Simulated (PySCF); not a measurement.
Computed structure and properties of Gd(NH2)3(H2O)

System: Gd(NH2)3(H2O) (singlet in the valence; each metal's 4f electrons, 7 of them, lie in its core potential, out of spins and levels); start: template (Cs). Method: PySCF 2.14.0, RKS PBE0, Gd lcecp-1-SVP with ECP53, N def2-SVP, H def2-SVP, O def2-SVP; non-relativistic Hamiltonian with scalar-relativistic core potentials where named; density fitting; no spin-orbit coupling.

Input of the relaxation:

```python
mol = gto.M(atom='''
Gd     0.02067    -0.02067     0.02067
N      1.33657     1.29523     1.33657
H      2.26417     1.04903     1.67727
H      1.09037     2.22283     1.67727
N     -1.29523    -1.33657     1.33657
H     -2.22283    -1.09037     1.67727
H     -1.04903    -2.26417     1.67727
N      1.33657    -1.33657    -1.29523
H      1.09037    -2.26417    -1.63593
H      2.26417    -1.09037    -1.63593
O     -1.40683     1.40683    -1.40683
H     -2.06183     2.06183    -1.11873
H     -1.43313     1.43313    -2.37613''',
    basis={'Gd': 'lcecp-1-SVP', 'N': 'def2-SVP', 'H': 'def2-SVP', 'O': 'def2-SVP'},
    ecp={'Gd': 'lcecp-1-SVP'},
    charge=0, spin=0)
mf = dft.RKS(mol, xc='PBE0')
mf.grids.atom_grid = (50, 194)  # f atoms: unpruned, at least (60, 302)
mf = mf.density_fit()  # fitting sets: Gd AutoAux, N def2-universal-JKFIT, H def2-universal-JKFIT, O def2-universal-JKFIT
mf.conv_tol = 1e-08; mf.max_cycle = 55
mf.kernel(dm0)  # dm0: converged density of the start geometry
# quasi-Newton relaxation in Cartesian coordinates to a largest gradient under 0.00045 Eh/bohr, steps kept in the point group
```

Run from Python with OMP_NUM_THREADS=2; the lines above give its settings. Where DIIS fails, smearing, a level shift and second-order steps follow.
It took 4.1 min on 2 threads of Arm Neoverse V2 (shared host), from the converged density of the start.

Course of the relaxation:

```json
{"step": "0", "energy above end (eV)": "0.5064", "largest force component within the symmetry (eV/Å)": "0.986"}
{"step": "1", "energy above end (eV)": "0.3652", "largest force component within the symmetry (eV/Å)": "0.579"}
{"step": "2", "energy above end (eV)": "0.3146", "largest force component within the symmetry (eV/Å)": "0.320"}
{"step": "3", "energy above end (eV)": "0.2882", "largest force component within the symmetry (eV/Å)": "0.285"}
{"step": "4", "energy above end (eV)": "0.2682", "largest force component within the symmetry (eV/Å)": "0.337"}
{"step": "5", "energy above end (eV)": "0.2473", "largest force component within the symmetry (eV/Å)": "0.563"}
{"step": "6", "energy above end (eV)": "0.2118", "largest force component within the symmetry (eV/Å)": "0.518"}
{"step": "7", "energy above end (eV)": "0.2089", "largest force component within the symmetry (eV/Å)": "1.089"}
{"step": "34", "energy above end (eV)": "0.0008", "largest force component within the symmetry (eV/Å)": "0.053"}
{"step": "35", "energy above end (eV)": "0.0006", "largest force component within the symmetry (eV/Å)": "0.047"}
{"step": "36", "energy above end (eV)": "0.0004", "largest force component within the symmetry (eV/Å)": "0.035"}
{"step": "37", "energy above end (eV)": "0.0001", "largest force component within the symmetry (eV/Å)": "0.016"}
{"step": "38", "energy above end (eV)": "0.0001", "largest force component within the symmetry (eV/Å)": "0.017"}
{"step": "39", "energy above end (eV)": "0.0000", "largest force component within the symmetry (eV/Å)": "0.018"}
```
(The steps between are left out.)

Relaxed geometry (Cs):

```xyz
13

Gd    0.1408   -0.1408    0.2774
N     1.2525    1.3991    1.4119
H     2.1057    1.8895    1.1400
H     1.0593    1.7093    2.3651
N    -1.3991   -1.2525    1.4119
H    -1.7093   -1.0593    2.3651
H    -1.8895   -2.1057    1.1400
N     1.1712   -1.1712   -1.4042
H     0.9400   -2.0850   -1.7982
H     2.0850   -0.9400   -1.7982
O    -1.1208    1.1208   -1.4175
H    -1.8014    1.8014   -1.4284
H    -0.9004    0.9004   -2.3307
```

```csv
contact,Å
Gd1–N2 (NH2),2.212
Gd1–N5 (NH2),2.212
Gd1–N8 (NH2),2.225
Gd1–O11 (H2O),2.461
```

On the finer grid (75, 302):

```
HOMO                                                          : -5.55 eV
LUMO                                                          : -0.39 eV
Dipole about the centre of mass                               : 4.44 D
Set of Mulliken populations of Gd1 outside the core potential : s 2.24, p 6.41, d 1.47, f 0.06
D3(BJ) dispersion energy (not in the energies)                : -0.217 eV
```

| atom | Mulliken (e) | Löwdin (e) | spin (e) |
| --- | --- | --- | --- |
| Gd1 | 0.81 | 0.39 | 0.00 |
| N2 | -0.56 | -0.34 | 0.00 |
| H3 | 0.11 | 0.06 | 0.00 |
| H4 | 0.11 | 0.06 | 0.00 |
| N5 | -0.56 | -0.34 | 0.00 |
| H6 | 0.11 | 0.06 | 0.00 |
| H7 | 0.11 | 0.06 | 0.00 |
| N8 | -0.56 | -0.35 | 0.00 |
| H9 | 0.12 | 0.06 | 0.00 |
| H10 | 0.12 | 0.06 | 0.00 |
| O11 | -0.27 | 0.00 | 0.00 |
| H12 | 0.22 | 0.12 | 0.00 |
| H13 | 0.24 | 0.13 | 0.00 |

The 4f levels lie in the core potential and are missing. Their spin isn't counted.

No frequency check is given for this geometry.

Taking off one NH2 (charge -1, singlet; the rest: singlet) in vacuum, both parts rigid, costs 9.89 eV; the small basis without counterpoise inflates it. Most of it is the attraction of opposite charges; other ways to part are cheaper, and one spin state was tried for the rest.

Rigid scan of NH2 along the line from its metal:

(distance to N2 (Å), energy (eV)): (1.91, 0.944), (2.01, 0.365), (2.11, 0.080), (2.21, 0.000), (2.31, 0.062), (2.41, 0.219), (2.61, 0.696), (2.91, 1.557), (3.31, 2.653), (3.81, 3.764)

Taking off one H2O (charge 0, singlet; the rest: singlet) in vacuum, both parts rigid, costs 1.09 eV; the small basis without counterpoise inflates it.

Rigid scan of H2O along the line from its metal:

| distance to O11 (Å) | energy (eV) |
| --- | --- |
| 2.16 | 0.345 |
| 2.26 | 0.129 |
| 2.36 | 0.027 |
| 2.46 | 0.000 |
| 2.56 | 0.020 |
| 2.66 | 0.067 |
| 2.86 | 0.200 |
| 3.16 | 0.406 |
| 3.56 | 0.622 |
| 4.06 | 0.800 |

One start shape was tried, so this needn't be the lowest isomer.

An lcecp potential fixes the number of 4f electrons, so in runs with it no electron can move into or out of that shell.
